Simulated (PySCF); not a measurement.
CH₆O₃Si, singlet, at a GFN2-xTB geometry; DF-B3LYP/pcseg-1 in PySCF.

Input for PySCF:
```python
from pyscf import gto, scf, dft

mol = gto.M(
    atom='''
C     1.47063043   -0.43185691   -1.04182736
Si   -0.03682984    0.01081524    0.02609108
O    -1.42121148   -0.47063784   -0.68393332
O    -0.13469755    1.61870164    0.26602334
O     0.04751107   -0.70511629    1.48649270
H     1.33167844   -0.12375144   -2.07355423
H     2.37196227    0.05166528   -0.67781614
H     1.65555506   -1.50166458   -1.04520332
H    -1.68387942   -1.38254341   -0.60812889
H    -0.50850104    2.16391291   -0.41905194
H     0.59220364   -0.31147074    2.16078175
''',
    basis='pcseg-1',
    verbose=4,
    max_memory=1800,
)

mf = dft.RKS(mol)
mf.xc = 'b3lyp'
mf = mf.density_fit(auxbasis='def2-universal-jkfit')
mf.kernel()
```

What the program printed (banner, timings and long lists left out):

```
PySCF version 2.14.0

[INPUT] verbose = 4
[INPUT] num. atoms = 11
[INPUT] num. electrons = 50
[INPUT] charge = 0
[INPUT] spin (= nelec alpha-beta = 2S) = 0
[INPUT] symmetry False subgroup None
[INPUT] Mole.unit = angstrom
[INPUT] Symbol           X                Y                Z      unit          X                Y                Z       unit  Magmom
[INPUT]  1 C      1.470630430000  -0.431856910000  -1.041827360000 AA    2.779088743151  -0.816091284901  -1.968768379479 Bohr   0.0
[INPUT]  2 Si    -0.036829840000   0.010815240000   0.026091080000 AA   -0.069598310812   0.020437841571   0.049304995494 Bohr   0.0
[INPUT]  3 O     -1.421211480000  -0.470637840000  -0.683933320000 AA   -2.685700462288  -0.889376621457  -1.292446662265 Bohr   0.0
[INPUT]  4 O     -0.134697550000   1.618701640000   0.266023340000 AA   -0.254541479150   3.058902776984   0.502711255342 Bohr   0.0
[INPUT]  5 O      0.047511070000  -0.705116290000   1.486492700000 AA    0.089782910185  -1.332476674069   2.809064089165 Bohr   0.0
[INPUT]  6 H      1.331678440000  -0.123751440000  -2.073554230000 AA    2.516507537588  -0.233856329121  -3.918449599133 Bohr   0.0
[INPUT]  7 H      2.371962270000   0.051665280000  -0.677816140000 AA    4.482359068102   0.097633229349  -1.280886867410 Bohr   0.0
[INPUT]  8 H      1.655555060000  -1.501664580000  -1.045203320000 AA    3.128545647538  -2.837734787160  -1.975148019286 Bohr   0.0
[INPUT]  9 H     -1.683879420000  -1.382543410000  -0.608128890000 AA   -3.182070930591  -2.612628400222  -1.149197050536 Bohr   0.0
[INPUT] 10 H     -0.508501040000   2.163912910000  -0.419051940000 AA   -0.960927699657   4.089202757311  -0.791893398568 Bohr   0.0
[INPUT] 11 H      0.592203640000  -0.311470740000   2.160781750000 AA    1.119102689571  -0.588594394416   4.083285722458 Bohr   0.0

nuclear repulsion = 263.145343945856
number of shells = 27
number of NR pGTOs = 186
number of NR cGTOs = 104
basis = pcseg-1
ecp = {}

******** <class 'pyscf.df.df_jk.DFRKS'> ********
method = DFRKS
initial guess = minao
damping factor = 0
level_shift factor = 0
DIIS = <class 'pyscf.scf.diis.CDIIS'>
diis_start_cycle = 1
diis_space = 8
diis_damp = 0
SCF conv_tol = 1e-09
SCF conv_tol_grad = None
SCF max_cycles = 50
direct_scf = False
XC library pyscf.dft.libxc version 7.1.2
    S. Lehtola, C. Steigemann, M. J. T. Oliveira, and M. A. L. Marques,  SoftwareX 7, 1–5 (2018)
XC functionals = b3lyp
    P. J. Stephens, F. J. Devlin, C. F. Chabalowski, and M. J. Frisch,  J. Phys. Chem. 98, 11623 (1994)
radial grids:
    Treutler-Ahlrichs [JCP 102, 346 (1995); DOI:10.1063/1.469408] (M4) radial grids

becke partition: Becke, JCP 88, 2547 (1988); DOI:10.1063/1.454033
pruning grids: <function nwchem_prune>
grids dens level: 3
symmetrized grids: False
atomic radii adjust function: <function treutler_atomic_radii_adjust>
small_rho_cutoff = 0
Set gradient conv threshold to 3.16228e-05
Initial guess from minao.
tot grids = 134392
******** <class 'pyscf.df.df.DF'> ********
auxbasis = def2-universal-jkfit
init E= -557.424019034455
  HOMO = -0.380111772486914  LUMO = -0.0377803838011128  gap/eV = 9.31531
cycle= 1 E= -556.75190856712  delta_E= 0.672  |g|= 1.15  |ddm|= 3.33
  HOMO = -0.173914127592497  LUMO = 0.0469522063787586  gap/eV = 6.01008
cycle= 2 E= -556.459138175953  delta_E= 0.293  |g|=  1.7  |ddm|=    2
  HOMO = -0.295524941795443  LUMO = 0.0150236547783971  gap/eV = 8.45046
cycle= 3 E= -556.992410514693  delta_E= -0.533  |g|= 0.107  |ddm|= 1.28
  HOMO = -0.307170754516431  LUMO = 0.0158956086563586  gap/eV = 8.79108
cycle= 4 E= -556.994714893782  delta_E= -0.0023  |g|= 0.0446  |ddm|= 0.126
  HOMO = -0.302164149407299  LUMO = 0.0174192409310923  gap/eV = 8.69631
cycle= 5 E= -556.995229409158  delta_E= -0.000515  |g|= 0.00354  |ddm|= 0.0381
  HOMO = -0.302253317738022  LUMO = 0.0173249709243377  gap/eV = 8.69617
cycle= 6 E= -556.995231905352  delta_E= -2.5e-06  |g|= 0.000603  |ddm|= 0.00329
  HOMO = -0.302336196411664  LUMO = 0.0172833127816348  gap/eV = 8.69729
cycle= 7 E= -556.995231978484  delta_E= -7.31e-08  |g|= 0.00019  |ddm|= 0.00103
  HOMO = -0.302317145043949  LUMO = 0.0172889897739061  gap/eV = 8.69693
cycle= 8 E= -556.995231987706  delta_E= -9.22e-09  |g|= 1.96e-05  |ddm|= 0.000285
  HOMO = -0.302320483229743  LUMO = 0.0172881809739263  gap/eV = 8.69699
cycle= 9 E= -556.995231987806  delta_E= -9.99e-11  |g|= 3.21e-06  |ddm|= 2.47e-05
  HOMO = -0.302320342295102  LUMO = 0.0172883138676574  gap/eV = 8.69699
Extra cycle  E= -556.995231987804  delta_E= 2.39e-12  |g|= 3e-06  |ddm|= 5.22e-06
converged SCF energy = -556.995231987804
```
